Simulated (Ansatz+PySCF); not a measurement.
A single Cu atom.

Basis set: def2-SVP (spherical functions). Left uncorrelated: 5 orbitals. Correlation on ROHF uses semicanonical orbitals with singles. Charge 0, multiplicity 2.

Computed with Ansatz (development build ahead of 0.2.0); each method stands on the lowest determinant of its kind that the runs found.

(1) Give the vertical ionization energy (product with multiplicity 1 at the same shape, open shells in the same class of orbitals) of doublet Cu by ωB97X (unrestricted), r²SCAN (unrestricted), PBE0 (unrestricted), PBE (unrestricted), UHF-MP2, ROHF-CCSD(T), ROHF-CCSD, UHF.

Results:

(1)

```tsv
method	ionization energy
ωB97X (unrestricted)	7.01 eV
r²SCAN (unrestricted)	7.35 eV
PBE0 (unrestricted)	7.28 eV
PBE (unrestricted)	7.52 eV
UHF-MP2	6.63 eV
ROHF-CCSD(T)	6.68 eV
ROHF-CCSD	6.63 eV
UHF	6.24 eV
```
